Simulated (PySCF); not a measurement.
Point-charge models of `C(O[C@H](C[C@@H](C)O)C)F` against its computed dipole.

Coordinates (GFN2-xTB, Å) and charges (e) from the PBE0/pcSseg-1 density (PySCF):

```tsv
atom	x	y	z	Mulliken	IAO	Hirshfeld	ESP-fitted
C1	-2.925	-0.449	0.763	-0.2126	-0.4372	-0.1257	-0.6466
C2	-1.701	-0.361	-0.149	-0.0403	+0.1032	+0.0505	+0.5653
O3	-1.914	0.545	-1.209	-0.4428	-0.5509	-0.2196	-0.6892
C4	-0.452	0.014	0.661	-0.1727	-0.2789	-0.0847	-0.7147
C5	0.810	0.065	-0.204	-0.0193	+0.0938	+0.0492	+0.6199
C6	1.397	-1.322	-0.443	-0.2134	-0.4351	-0.1305	-0.4740
O7	1.733	0.924	0.483	-0.5019	-0.3812	-0.1316	-0.4062
C8	2.739	1.454	-0.257	+0.3807	+0.2198	+0.0871	+0.1679
F9	3.766	0.556	-0.482	-0.3487	-0.3464	-0.1317	-0.2399
H10	-3.088	0.500	1.272	+0.0978	+0.1329	+0.0384	+0.1731
H11	-2.785	-1.225	1.510	+0.1120	+0.1454	+0.0460	+0.1603
H12	-3.809	-0.685	0.174	+0.1250	+0.1501	+0.0423	+0.1582
H13	-1.547	-1.325	-0.644	+0.1253	+0.1380	+0.0413	+0.0511
H14	-2.102	1.414	-0.833	+0.2251	+0.3414	+0.1608	+0.4183
H15	-0.596	1.004	1.102	+0.1135	+0.1367	+0.0325	+0.1562
H16	-0.312	-0.698	1.474	+0.1181	+0.1375	+0.0425	+0.1949
H17	0.558	0.530	-1.170	+0.1150	+0.1246	+0.0271	-0.0122
H18	2.266	-1.266	-1.093	+0.1314	+0.1557	+0.0353	+0.1277
H19	1.702	-1.761	0.504	+0.1147	+0.1452	+0.0402	+0.1303
H20	0.654	-1.960	-0.912	+0.1099	+0.1391	+0.0431	+0.0993
H21	3.181	2.280	0.313	+0.1081	+0.1522	+0.0496	+0.1101
H22	2.416	1.784	-1.261	+0.0750	+0.1141	+0.0385	+0.0503
```

Question: What dipole does each set of charges give (1 e·Å = 4.803 D), and what does the density give?

Answer: The full density gives (-1.87, 0.85, 0.64) D, 2.15 D in size; dipole vectors point from the negative to the positive end.

| scheme | μx | μy | μz | size (D) | share of the full size (%) | angle to the full dipole (°) |
| --- | --- | --- | --- | --- | --- | --- |
| Mulliken | -2.62 | -0.43 | 0.75 | 2.76 | 128 | 32 |
| IAO | -2.56 | 1.10 | 0.78 | 2.89 | 134 | 2 |
| Hirshfeld | -1.38 | 0.63 | 0.35 | 1.56 | 72 | 4 |
| ESP-fitted | -1.87 | 0.85 | 0.63 | 2.15 | 100 | 0 |

Question: Which set comes closest?

Answer: Length of the difference vector: ESP-fitted 0.01 D, Hirshfeld 0.61 D, IAO 0.75 D, Mulliken 1.48 D. Closest: ESP-fitted. ESP charges are fitted to the potential around the molecule, whose slowest-falling term is the dipole's. 

Question: What is left for the Hirshfeld atoms' own dipoles?

Answer: The shares of the density sum to the whole, so what Σ q r misses lies in dipoles about the nuclei. The atomic dipoles sum to (-1.87, 0.85, 0.64) − (-1.38, 0.63, 0.35) = (-0.49, 0.22, 0.29) D, 0.61 D in size.

Question: With the origin at the mean of the coordinates, (0.000, 0.001, -0.018) Å, which are the largest single terms, by size, of the Hirshfeld dipole along the direction of the full one?

Answer: F9 +2.02, H14 +1.65, O3 -1.61, C1 -1.57, C6 +1.17 D; all 22 atoms together +1.55 D. The single terms depend on the origin, their sum doesn't.

Question: Give the size of the full dipole in other units.

Answer: 2.15 D = 0.847 au = 0.448 e·Å = 7.18 × 10⁻³⁰ C·m.

One conformer (not necessarily the lowest) at the GFN2-xTB geometry, without solvent, vibrations or thermal averaging.

These values come from a run that also computed NMR shieldings. The run took 39 s (grids of density and orbitals included) on an Arm Neoverse V2 with one thread, on a shared host, and the process peaked at 1.0 GiB of memory.
